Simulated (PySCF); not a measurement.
Computed properties of Al(I)(OH)2 (AlH2IO2), SMILES [OH][Al]([OH])[I]

Al(I)(OH)2 (AlH2IO2), SMILES [OH][Al]([OH])[I]. The structure is a stationary point at PBE0-D3(BJ)/def2-SVP. The def2 effective core potentials stand for the cores of I; spin–orbit coupling is left out. One conformer was computed; it need not be the lowest. All values are computed for the isolated molecule unless a solvent is named; none is compared with measurement here.

**Structure.** The optimised structure has C2v symmetry. All 12 harmonic modes at PBE0-D3(BJ)/def2-SVP (PySCF) are real, so it is a minimum. With heavy atoms numbered as in [Al:1]([I:2])([OH:3])[OH:5], the shortest bond between them is Al1–O3 at 1.688 Å and the longest Al1–I2 at 2.470 Å.

**Vibrations.** The strongest infrared lines (harmonic, unscaled, degenerate partners summed) lie at 589 cm⁻¹ (408 km/mol, H 79 %, O 15 %), 3995 cm⁻¹ (255 km/mol, H 94 %), 343 cm⁻¹ (249 km/mol, H 93 %). The softest mode is at 146 cm⁻¹ and the zero-point energy is 17.8 kcal/mol.

**Electronic structure.** HF/def2-TZVPD (PySCF) places the frontier levels at -10.50 and 0.79 eV, a gap of 11.29 eV, and gives a dipole moment of 1.04 D and a mean polarisability of 60.4 bohr³.

**Excitations.** TDA-ωB97X/def2-SVPD (PySCF) has S1 at 6.02 eV (206 nm, f = 0.048, weak); the most intense of the 10 singlets computed lies at 7.59 eV (f = 0.32). T1 (TDA) is at 5.68 eV, 0.34 eV under S1. No vertical singlet excitation falls in the visible range (under 3.1 eV).
